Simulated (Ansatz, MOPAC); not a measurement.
Bond stretch in SiH (cation, charge +1), singlet.

Levels: UKS-PBE = unrestricted PBE/aug-cc-pVDZ run with Ansatz (a program for electronic structure); RHF/aug-cc-pVDZ (Ansatz); PM7, restricted, heats of formation (MOPAC).

Energies are in kJ/mol, each relative to the lowest point of its own curve near equilibrium.

| R / Å | UKS-PBE | RHF | PM7 |
|---|---|---|---|
| 1.23 | 117.0 | 102.4 | 57.1 |
| 1.28 | 76.9 | 64.1 | 33.7 |
| 1.39 | 22.7 | 15.0 | 4.9 |
| 1.42 | 14.3 | 8.1 | 1.7 |
| 1.46 | 6.3 | 2.4 | 0.0 |
| 1.52 | 0.4 | 0.0 | 2.5 |
| 1.57 | 0.0 | 2.7 | 8.4 |
| 1.63 | 3.8 | 10.4 | 19.5 |
| 1.64 | 4.8 | 12.0 | 21.7 |
| 1.80 | 31.5 | 50.0 | 67.2 |
| 1.85 | 42.7 | 64.9 | 84.3 |
| 2.03 | 88.5 | 124.5 | 150.3 |
| 2.28 | 155.9 | 211.8 | 240.5 |
| 2.53 | 218.3 | 294.5 | 316.7 |
| 2.72 | 252.1 | 351.4 | 362.7 |
| 3.06 | 279.7 | 438.5 | 422.1 |
| 3.32 | 287.6 | 492.9 | 452.1 |
| 3.77 | 294.5 | 565.7 | 484.4 |
| 4.14 | 297.9 | 609.1 | 500.1 |
| 4.54 | 299.9 | 643.4 | 510.9 |
| 5.32 | 300.5 | 684.9 | 522.5 |
| 6.07 | 299.0 | 706.2 | 528.4 |

At the longest distance, 6.07 Å, RHF lies highest above its minimum (706.2 kJ/mol) and UKS-PBE lowest (299.0 kJ/mol).

The unrestricted solution behind UKS-PBE changes between 2.72 and 3.06 Å, which can leave a kink. The unrestricted determinant behind UKS-PBE is spin-contaminated at 2.72 to 6.07 Å (<S²> up to 1.0, against 0.00 for a pure singlet). The restricted form behind RHF, PM7 keeps the bonding electrons paired and can't separate into open-shell fragments.
